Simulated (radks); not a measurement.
Species: Cd IV. Configuration: [Kr] 4d8 4f1 (not the ground configuration). Method: scalar-relativistic Kohn-Sham, PBEsol, spin-polarised, spherical densities, finite nucleus; open shells are filled with parallel spins first (spin-orbit coupling, left out, can overturn this in heavy ions); Fermi nuclear charge, rms radius 4.6087 fm; computed with a radial shooting solver on a logarithmic mesh with Libxc functionals.

Normalised radial functions P(r) = r R(r), r in bohr:

| r | 4d up | 4d down | 4f up |
|---|---|---|---|
| 0.001046 | 0.0000 | 0.0000 | 0.0000 |
| 0.001406 | 0.0000 | 0.0000 | 0.0000 |
| 0.00189 | 0.0000 | 0.0000 | 0.0000 |
| 0.002562 | 0.0000 | 0.0000 | 0.0000 |
| 0.003444 | 0.0001 | 0.0001 | 0.0000 |
| 0.00463 | 0.0001 | 0.0001 | 0.0000 |
| 0.006225 | 0.0003 | 0.0003 | 0.0000 |
| 0.00837 | 0.0007 | 0.0007 | 0.0000 |
| 0.01125 | 0.0015 | 0.0015 | 0.0000 |
| 0.01525 | 0.0035 | 0.0035 | 0.0000 |
| 0.0205 | 0.0077 | 0.0077 | 0.0000 |
| 0.02757 | 0.0165 | 0.0165 | 0.0000 |
| 0.03706 | 0.0343 | 0.0343 | 0.0001 |
| 0.04983 | 0.0683 | 0.0683 | 0.0003 |
| 0.067 | 0.1280 | 0.1281 | 0.0007 |
| 0.0908 | 0.2251 | 0.2253 | 0.0020 |
| 0.1221 | 0.3509 | 0.3511 | 0.0048 |
| 0.1641 | 0.4746 | 0.4749 | 0.0110 |
| 0.2207 | 0.5231 | 0.5232 | 0.0231 |
| 0.2967 | 0.4010 | 0.4007 | 0.0444 |
| 0.3989 | 0.0584 | 0.0574 | 0.0776 |
| 0.5406 | -0.4422 | -0.4438 | 0.1250 |
| 0.7268 | -0.8634 | -0.8637 | 0.1820 |
| 0.9771 | -1.0080 | -1.0066 | 0.2460 |
| 1.314 | -0.8452 | -0.8437 | 0.3182 |
| 1.766 | -0.5251 | -0.5257 | 0.4004 |
| 2.394 | -0.2271 | -0.2297 | 0.4817 |
| 3.218 | -0.0660 | -0.0680 | 0.5219 |
| 4.327 | -0.0112 | -0.0115 | 0.4574 |
| 5.818 | -0.0009 | -0.0009 | 0.2738 |
| 7.822 | 0.0000 | 0.0000 | 0.1006 |
| 10.52 | 0.0000 | 0.0000 | 0.0186 |

4d up: eigenvalue -54.688 eV, 1 radial node at r = 0.414 bohr, <r> = 1.16 bohr, 90 % of the charge inside 1.78 bohr. 4d down: eigenvalue -52.863 eV, 1 radial node at r = 0.414 bohr, <r> = 1.16 bohr, 90 % of the charge inside 1.78 bohr. 4f up: eigenvalue -12.501 eV, 0 radial nodes, <r> = 3.56 bohr, 90 % of the charge inside 5.54 bohr.
